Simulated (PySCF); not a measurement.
Computed IR spectrum (relative IR intensity) of a molecule C4H12O3Sn. Coordinates come from a PBE0-D3(BJ)/def2-SVP optimisation. The def2 effective core potentials stand for the cores of Sn; spin–orbit coupling is left out. The values are those of a single conformer. Method: PBE0-D3(BJ)/def2-SVP (PySCF 2.14.0). Frequencies are harmonic and unscaled.

```tsv
ν (cm⁻¹)	relative intensity
105	15
109	8.2
125	5.8
166	7.9
169	11
180	25
200	17
208	20
248	3.5
299	75
603	9.2
629	100
638	28
688	6.7
830	29
835	79
875	16
907	2.5
1025	2.8
1104	7.8
1176	3.0
1469	4.7
1481	4.3
3042	2.4
3050	30
3081	3.8
3105	9.5
3142	15
3150	14
3882	72
3886	44
```

Question: Which structure fits?
A) C[CH2][Sn]([OH])([O]C)[O]C
B) CCC[CH2][Sn]([OH])([OH])[OH]
C) C[O][Sn]([CH3])([O]C)[O]C
D) CC[O][SnH]([O]C)[O]C

Answer: B, CCC[CH2][Sn]([OH])([OH])[OH]
